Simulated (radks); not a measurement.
Species: Yb. Configuration: [Xe] 4f14 6s2. Calculated with a radial shooting solver on a logarithmic mesh with Libxc functionals: scalar-relativistic Kohn-Sham, r2SCAN, spin-polarised, spherical densities, finite nucleus; meta-GGA in the generalised Kohn-Sham scheme; Fermi nuclear charge, rms radius 5.3108 fm.

Radial electron density D(r) = 4 pi r^2 rho(r):

| r (bohr) | D(r) (e/bohr) |
|---|---|
| 0.004168 | 44.90 |
| 0.00574 | 62.40 |
| 0.007905 | 80.01 |
| 0.01089 | 92.34 |
| 0.01499 | 94.18 |
| 0.02065 | 87.15 |
| 0.02843 | 84.82 |
| 0.03916 | 101.5 |
| 0.05392 | 124.5 |
| 0.07426 | 119.5 |
| 0.1023 | 97.54 |
| 0.1408 | 107.2 |
| 0.1939 | 108.4 |
| 0.2671 | 65.30 |
| 0.3678 | 58.02 |
| 0.5065 | 63.30 |
| 0.6975 | 36.52 |
| 0.9606 | 18.28 |
| 1.323 | 10.85 |
| 1.822 | 4.477 |
| 2.509 | 1.386 |
| 3.455 | 0.7407 |
| 4.758 | 0.4025 |
| 6.552 | 0.1058 |
| 9.023 | 0.01014 |
| 12.43 | 0.0002838 |

D(r) has 4 maxima, at r = 0.0134, 0.0608, 0.169, 0.456 bohr, and minima at 0.0258, 0.110, 0.324 bohr, inside which lie 1.92, 11.09, 29.75 electrons.
